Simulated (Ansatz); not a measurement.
H₄NO₂Sc (`[NH2][Sc]([OH])[OH]`) at its PBE0-D4/def2-TZVP geometry, where that method's forces vanish. Total charge 0; spin multiplicity 1.

```xyz
8

N    -0.2063    1.0657   -1.2452
Sc    0.0419   -0.2155    0.2523
O    -1.0580    0.0327    1.7500
O     1.3492   -1.5367    0.0082
H    -0.8657    1.8327   -1.2730
H     0.3037    1.0699   -2.1192
H    -1.5284    0.0137    2.5772
H     1.9636   -2.2625    0.0498
```

What forces (eV/Å) does PBE-D4/def2-TZVPP give on these atoms in Ansatz? (Best estimate.)

The calculation gave: 
```
N1   0.027 -0.138  0.161
Sc2  0.005 -0.027  0.032
O3   0.080  0.077 -0.250
O4  -0.137  0.218 -0.094
H5  -0.232  0.280 -0.025
H6   0.175  0.015 -0.319
H7  -0.248 -0.024  0.457
H8   0.331 -0.401  0.038
```
